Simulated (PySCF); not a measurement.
Run record: Si4S4F8

The script drives PySCF SCF with an in-house response code with single-precision fitted integrals, so total energies wander by about 1e-6 Eh between cycles (the fitting error itself is about 1e-3 Eh and cancels in differences); atoms count from 0. Pop asks for populations, which are stored and not printed.

Job and coordinates (Å):

```
{"job": {"kind": "nmr", "basis": "pcSseg-1", "pop": false, "xc": "OPBE"}, "charge": 0, "multiplicity": 1}
F      3.077459    -1.783842     0.808573
Si     1.901756    -0.866941     0.274096
F      1.030385    -0.647648     1.586287
S      0.829964    -1.893202    -1.254418
Si    -1.070673    -2.333552    -0.386479
F     -0.945640    -2.610115     1.173446
F     -1.513269    -3.745105    -0.948572
S     -2.665982    -0.995139    -0.819519
Si    -1.915867     0.872540    -0.129038
F     -1.307068     0.722110     1.332524
F     -3.167642     1.807919     0.129823
S     -0.572348     1.824238    -1.481688
Si     1.134212     2.316841    -0.296126
F      1.680742     3.700432    -0.835801
F      0.722757     2.669910     1.197794
S      2.776654     0.966921    -0.357748
```

Command:

```bash
OMP_NUM_THREADS=1 python large_run.py task.json out
```

Problem. What does the program print?

Solution. 
```
start: PBE on a coarse grid of 21030 points
cycle   1  E = -3547.4725667105  dE =  2.466e+00  |g| = 1.586e+00  |ddm| = 4.619e+00
cycle   2  E = -3545.7200120103  dE =  1.753e+00  |g| = 3.684e+00  |ddm| = 3.847e+00
cycle   3  E = -3547.8722206412  dE = -2.152e+00  |g| = 2.726e-01  |ddm| = 2.797e+00
cycle   4  E = -3547.8884937037  dE = -1.627e-02  |g| = 1.493e-01  |ddm| = 4.967e-01
cycle   5  E = -3547.8933675045  dE = -4.874e-03  |g| = 4.274e-02  |ddm| = 1.811e-01
cycle   6  E = -3547.8937817887  dE = -4.143e-04  |g| = 1.687e-02  |ddm| = 5.267e-02
cycle   7  E = -3547.8938269442  dE = -4.516e-05  |g| = 5.967e-03  |ddm| = 1.299e-02
final grid: 176619 points
cycle   8  E = -3549.3055735458  dE = -2.618e-02  |g| = 1.113e-01  |ddm| = 4.351e-01
cycle   9  E = -3549.3041193494  dE =  1.454e-03  |g| = 1.434e-01  |ddm| = 1.700e-01
cycle  10  E = -3549.3068075824  dE = -2.688e-03  |g| = 3.693e-02  |ddm| = 1.052e-01
cycle  11  E = -3549.3070139754  dE = -2.064e-04  |g| = 6.394e-03  |ddm| = 3.276e-02
cycle  12  E = -3549.3070234678  dE = -9.492e-06  |g| = 1.776e-03  |ddm| = 8.045e-03
cycle  13  E = -3549.3070286876  dE = -5.220e-06  |g| = 7.100e-04  |ddm| = 2.717e-03
cycle  14  E = -3549.3070274544  dE =  1.233e-06  |g| = 1.820e-04  |ddm| = 7.570e-04
cycle  15  E = -3549.3070300935  dE = -2.639e-06  |g| = 5.244e-05  |ddm| = 1.571e-04
converged SCF energy = -3549.3070300935

GIAO shielding tensors (ppm)
atom      isotropic    diamagn.    paramagn.     s11        s22        s33       span
  0 F      260.869     464.357    -203.488    217.260    236.612    328.736    111.477
  1 Si     374.256     881.566    -507.310    344.720    373.969    404.078     59.357
  2 F      249.854     475.457    -225.603    200.963    238.928    309.672    108.709
  3 S      613.400    1063.561    -450.161    542.589    579.003    718.609    176.020
  4 Si     376.618     879.129    -502.511    355.647    373.507    400.700     45.053
  5 F      250.946     469.707    -218.761    208.398    216.180    328.260    119.862
  6 F      268.856     462.791    -193.935    226.716    245.801    334.050    107.334
  7 S      600.161    1060.901    -460.740    570.093    594.767    635.624     65.532
  8 Si     374.265     881.559    -507.293    344.795    373.988    404.013     59.218
  9 F      249.841     475.455    -225.614    200.900    238.897    309.727    108.827
 10 F      260.923     464.355    -203.432    217.265    236.683    328.820    111.555
 11 S      613.197    1063.552    -450.354    542.279    578.794    718.519    176.240
 12 Si     376.582     879.125    -502.543    355.578    373.525    400.644     45.066
 13 F      268.782     462.788    -194.006    226.637    245.770    333.940    107.302
 14 F      250.938     469.708    -218.770    208.311    216.184    328.319    120.009
 15 S      600.229    1060.899    -460.670    570.206    594.853    635.627     65.421
```

The run took 16 s of wall time on 1 thread of Arm Neoverse V1 (shared host), peak memory 0.53 GiB.
